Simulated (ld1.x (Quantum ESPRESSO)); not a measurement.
Results of a calculation; reference values are marked as such.
**Pseudopotentials across the periodic table**

Generated with ld1.x 7.5 (TM, RRKJ, ultrasoft, PAW), atompaw 4.2 or ONCVPSP 4.0.1. The cutoff is in Ry: for ld1.x and atompaw files where the sum of valence levels is converged to 10 mRy in a Bessel basis, for ONCV files where the hardest occupied wave has 1 mHa per electron of residual kinetic energy. The error is the largest all-electron minus pseudo excitation energy over each file’s own four to seven test configurations (ionisations up to +4, promotions, holes and added fractions of an electron), all of which were solved. The labels leave out finer settings (local radius, basis sizes, second energies), which also bear on the numbers. Spin-polarised tests are not counted. The rows are a selection from randomly drawn settings: files with unsolved tests, undetermined cutoffs or missed reference levels are left out.

A true bound ghost makes a file unfit for plane-wave use even where its test errors are small: the radial tests pick states by their node count and pass the ghost by.

| element | potential | cutoff (Ry) | largest error (meV) | bound ghosts |
| --- | --- | --- | --- | --- |
| Ne | RRKJ, PBE, non-relativistic, rc 0.70/0.80/0.65 (spd), local smoothed, core correction yes, reference 2s2 2p5 | 200 | +258 | none |
| Si | ultrasoft, LDA (PZ), non-relativistic, rc 1.80/2.40/2.10 (spd), local d, core correction no, reference 3s1.5 3p2.5 | 10 | +44 | none |
| Re | TM, LDA (PZ), fully relativistic, rc 2.05/3.00/2.65 (spd), local s, core correction yes, reference 5d5 6s1.5 6p0 | 30 | -597 | none |
| Hg | TM, LDA (PZ), scalar-relativistic, rc 2.00/2.10/1.66 (spd), local d, core correction yes, reference 5d10 6s2 6p0 | 50 | -67 | s, p |

(1) Fill in the row for Sn: TM, PBE, scalar-relativistic, rc 1.60/2.00 (sp), local s, core correction yes, reference 5s2 5p0.

(2) Fill in the row for Cl: TM, PBE, scalar-relativistic, rc 1.15/0.95/1.15 (spd), local p, core correction no, reference 3s1 3p6.

(3) Fill in the row for As: TM, PBEsol, scalar-relativistic, rc 1.55/1.95 (sp), local s, core correction no, reference 4s2 4p3.

Results:

(1) cutoff 45 Ry, largest error -118 meV, bound ghosts: none.

(2) cutoff 160 Ry, largest error +224 meV, bound ghosts: none.

(3) cutoff 35 Ry, largest error -58 meV, bound ghosts: none.
